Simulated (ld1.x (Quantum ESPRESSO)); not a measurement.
## PBE TM dataset for Rb, non-relativistic all-electron reference.

Rb (Z = 37), norm-conserving Troullier–Martins (Kleinman–Bylander form), made with ld1.x (Quantum ESPRESSO) 7.5 (PBE, non-relativistic). Core [Ar] 3d10, reference 4s2 4p6 5s1 5p0. Waves: 4s (bound): rc 1.85 bohr; 4p (bound): rc 2.25 bohr; 4d channel at -0.15 Ry: rc 2.05 bohr. Local part: the d channel. Core correction: none.

Occupied shells without a wave of their own: 5s. They enter only through the test configuration that unscreens the potential.

All-electron outer shells of the reference configuration (PBE, non-relativistic, ld1.x):

```
shell  level (eV)  outermost node (bohr)  outermost maximum (bohr)
   4s      -30.82                   0.63                      1.29
   4p      -16.04                   0.65                      1.44
   5s       -2.20                   1.82                      4.49
   5p       -0.78                   2.21                      6.14
```

Calculated quality:

- Cutoffs needed: 35 Ry and 50 Ry (the cutoffs (Ry, on a coarse ladder) from which the occupation-weighted sum of valence levels, in a spherical-Bessel basis at the reference potential, stays within 10 and 1 mRy of its value at 400 Ry)
- Ghost test: no extra level below or beside the all-electron valence levels (s, p, d, f tested) (spherical-Bessel basis up to 400 Ry, 20 bohr box)
- Largest excitation error: +9.9 meV (all-electron minus pseudo) for 4s2 4p6 5s0 5p0, out of 5 test configurations

Generation and tests took about 1.1 s on one core of a shared server CPU.
